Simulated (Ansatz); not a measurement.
Born–Oppenheimer molecular dynamics of BCl$_{2}$HO (5 atoms, charge 0, multiplicity 1). It starts from a relaxed structure.

Theory: RKS B3LYP/STO-3G (Ansatz 0.2.0).

```json
{"ensemble": "NVT, Nosé–Hoover chain", "time step": "0.5 fs", "steps asked": "250", "set temperature": "1000 K", "thermostat": "time constant 300 fs, chain length 1", "seed": "675437"}
```

First frame:

```xyz
5
Properties=species:S:1:pos:R:3
B -0.012 -0.037 -0.001
O 0.031 -0.117 1.345
H -0.907 -0.162 1.738
Cl 1.551 0.051 -0.873
Cl -1.572 -0.016 -0.912
```

**Question.** How far do the bonds stretch over the last three quarters of this one trajectory? (Pairs bonded in most of those frames.)

**Answer.** 
```tsv
bond	mean (Å)	spread (Å)	shortest	longest
B1–O2	1.349	0.015	1.32	1.38
B1–Cl4	1.787	0.037	1.73	1.86
B1–Cl5	1.808	0.046	1.72	1.88
O2–H3	1.018	0.013	1.00	1.04
```

Mean temperature of the second half: 541 K. The conserved energy stayed within 0.092 meV per atom of its start (net change 0.065 meV per atom), so the integration is sound. The mean temperature of the second half is 46 % below the set value. A run of 0.12 ps of so small a system gives no equilibrium averages. Limits of this set-up: minimal basis.

Run time: 5.8 min on 1 thread of Intel(R) Xeon(R) Platinum 8175M CPU @ 2.50GHz (Skylake/Cascade Lake), on a shared host, peak memory 0.1 GiB.
